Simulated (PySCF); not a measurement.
**Correlation energy of Nb (niobium, neutral)**

[Kr] 4d3 5s1 5p1, one real determinant (an excited configuration). Computed with PySCF 2.14 in aug-cc-pVTZ-PP with ECP28MDF, with scalar relativity through the core potential. Frozen: 4s2 4p6; 5 electrons correlated.

```tsv
level	correlation energy (mhartree)
CCSD	-42.44
(T)	-1.28
CCSD(T)	-43.72
```

Diagnostics: T1 = 0.011, D1 = 0.0305, largest double amplitude 0.062.

The real determinant used has ⟨L²⟩ near 14 against 20 for a pure G term, so it mixes terms.

Cost of the coupled-cluster step: roughly 19 core-seconds, for 5 correlated electrons.

The reference is one real determinant that mixes LS terms of this configuration.
